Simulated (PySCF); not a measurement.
# Energy of Ti (titanium, neutral) between two integer charges

The 4s beta orbital of [Ar] 3d2 4s2 is emptied in steps (occupation f), with all orbitals relaxed, ending at [Ar] 3d2 4s1. Computed with PySCF 2.14 in def2-TZVPPD, with the non-relativistic Hamiltonian (point nucleus). The exact energy is a straight line in f; departures are measured from the line between the end points of the same method.

Task: Among UHF, LDA, PBE, which shows the largest delocalisation error (convex curve), and which is closest to linear?

Result: Most convex: LDA (-0.663 eV at f = 0.5); closest to linear: UHF (0.040 eV).

| f | UHF (eV) | LDA (eV) | PBE (eV) |
| --- | --- | --- | --- |
| 1 | 0.000 | 0.000 | 0.000 |
| 0.75 | 0.033 | -0.496 | -0.477 |
| 0.5 | 0.040 | -0.663 | -0.638 |
| 0.25 | 0.028 | -0.498 | -0.478 |
| 0 | 0.000 | 0.000 | 0.000 |

```json
{"method": "UHF", "E(f=0) − E(f=1) (eV)": "5.528", "−ε at f=1 (eV)": "5.717", "−ε at f=0.5 (eV)": "5.516"}
{"method": "LDA", "E(f=0) − E(f=1) (eV)": "6.892", "−ε at f=1 (eV)": "4.263", "−ε at f=0.5 (eV)": "6.886"}
{"method": "PBE", "E(f=0) − E(f=1) (eV)": "6.662", "−ε at f=1 (eV)": "4.131", "−ε at f=0.5 (eV)": "6.654"}
```

Reference removal energy between the ground levels: 6.828 eV (measured; NIST Atomic Spectra Database, ionization energies). The calculation has no spin-orbit coupling. UHF lacks correlation.
